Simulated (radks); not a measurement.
The numbers below are computed, except where a source is named.
Ionisation of the bromine ion Br+, [Ar] 3d10 4s2 4p4, to [Ar] 3d10 4s2 4p3 as the strength of local exchange is varied. Code: a radial shooting solver on a logarithmic mesh with Libxc functionals. Model: scalar-relativistic Kohn-Sham, Slater X-alpha exchange (alpha = 2/3 is LDA exchange), no correlation, spin-polarised, spherical densities, point nucleus; open shells are filled with parallel spins first.

\begin{tabular}{lrrrrr}
alpha & E(Br+) (hartree) & exchange (hartree) & IE (eV) & -e of the level emptied (eV) & <r> of it (bohr) \\ \hline
0.578 & -2588.23513 & -73.62728 & 18.918 & 14.199 (4p) & 2.031 \\
0.667 & -2599.60865 & -85.32410 & 19.855 & 15.130 (4p) & 1.994 \\
0.691 & -2602.68389 & -88.49467 & 20.112 & 15.386 (4p) & 1.985 \\
0.767 & -2612.44520 & -98.58061 & 20.939 & 16.212 (4p) & 1.955 \\
0.849 & -2623.01639 & -109.54083 & 21.852 & 17.128 (4p) & 1.925 \\
0.911 & -2631.03626 & -117.88155 & 22.557 & 17.838 (4p) & 1.902 \\
\end{tabular}

NIST Atomic Spectra Database: 21.591 eV (measured). The Delta-SCF value meets it near alpha = 0.83. Open shells are spherical and high-spin; term and fine-structure splittings are not resolved.
